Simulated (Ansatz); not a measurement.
A nudged elastic band was laid between two geometries of CH4 + Cl3Ga (9 atoms, charge 0, multiplicity 1).

Computed with Ansatz 0.2.0, RHF/def2-SVP.

* movable images: 7
* climbing image: yes
* spring: 5.0 eV/Å²
* optimiser: quadratic models (default)
* start path: through a guess of the saddle point
* force threshold: 0.03 eV/Å
* iteration limit: 60
* end points: relaxed

First end point:

```xyz
9
Properties=species:S:1:pos:R:3
Ga -0.895 -0.160 -1.792
Cl 0.565 1.120 -2.666
Cl -0.586 -2.267 -1.788
Cl -2.685 0.664 -0.985
H 1.268 0.722 0.711
C 0.718 0.128 1.442
H 1.220 0.199 2.406
H -0.299 0.510 1.542
H 0.694 -0.917 1.130
```

Last end point:

```xyz
9
Properties=species:S:1:pos:R:3
Ga -0.813 -0.576 -0.471
Cl 0.997 1.613 -1.792
Cl -0.212 -2.198 -1.768
Cl -2.647 0.402 -1.058
H 1.977 1.616 -0.976
C 0.055 -0.254 1.259
H 1.107 -0.542 1.230
H -0.027 0.795 1.547
H -0.436 -0.854 2.028
```

What changes between the two ends?

Bonds broken: Ga1–Cl2, H5–C6. Bonds formed: Ga1–C6, Cl2–H5. CH4 + Cl3Ga becomes CH3Cl2Ga + ClH.

Give the energies along the band, and the barrier.

It converged. The highest image is number 5 of 0 to 8, 61.0 kcal/mol above the first end and 32.1 kcal/mol above the last; the last end lies 28.9 kcal/mol above the first. Neighbouring images differ by up to 1.4 eV, so the band resolves the path poorly. A vibrational analysis at the climbing image gives one clearly imaginary mode, 1627i cm⁻¹: a first-order saddle point. The orbitals stay closed-shell, which can raise the energy where a bond breaks towards radicals; this wasn't checked here.

```tsv
image	path coordinate (Å)	energy (kcal/mol)	Ga1–Cl2 (Å)	H5–C6 (Å)	Ga1–C6 (Å)
0	0.00	0.0	2.13	1.09	3.63
1	0.54	0.2	2.13	1.09	3.46
2	1.09	1.6	2.14	1.09	3.16
3	1.63	7.3	2.16	1.09	2.78
4	2.17	27.9	2.26	1.14	2.37
5	2.71	61.0	2.44	1.50	2.10
6	3.76	34.3	2.86	2.51	1.98
7	4.81	29.3	3.10	3.36	1.97
8	5.85	28.9	3.13	3.49	1.96
```

What is the geometry of the highest image?


```xyz
9
Properties=species:S:1:pos:R:3
Ga -0.656 -0.273 -0.820
Cl 1.136 1.167 -1.631
Cl -0.437 -2.243 -1.646
Cl -2.546 0.737 -0.959
H 0.905 0.663 -0.194
C 0.321 0.003 1.022
H 1.276 0.482 1.281
H -0.438 0.504 1.623
H 0.440 -1.039 1.325
```

Run time: 3.8 min on 2 threads of Arm Neoverse V2, with other jobs on the host, peak memory 0.31 GiB.
